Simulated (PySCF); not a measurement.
Isomers of CH4OSi. Isolated molecules, 0 K electronic values unless said otherwise. One relaxed conformer stands for each flexible species; it need not be the lowest. Strings in code marks are SMILES.

The HOMO from two functionals at the same geometries (B3LYP-D3(BJ)/def2-TZVP), both in PySCF: PBE-D3(BJ)/def2-TZVP and B3LYP-D3(BJ)/def2-TZVP. B3LYP has the VWN-RPA correlation part, as in Gaussian. 

```csv
species,PBE-D3(BJ)/def2-TZVP (eV)
`C(=O)[SiH3]`,-5.68
`C1[SiH2]O1`,-6.46
`[SiH](=O)C`,-6.37
`C=[SiH]O` (C–Si–O–H torsion 0°),-5.16
```

### Question
What does B3LYP-D3(BJ)/def2-TZVP give for each?

### Answer

- `C(=O)[SiH3]`: -6.95
- `C1[SiH2]O1`: -7.49
- `[SiH](=O)C`: -7.63
- `C=[SiH]O` (C–Si–O–H torsion 0°): -5.98
Over these rows, drawn at random from the members with no instability flagged (it was tested for open shells, ions and some series alone), PBE minus B3LYP-D3(BJ): mean +1.09 eV, from +0.82 eV to +1.26 eV.
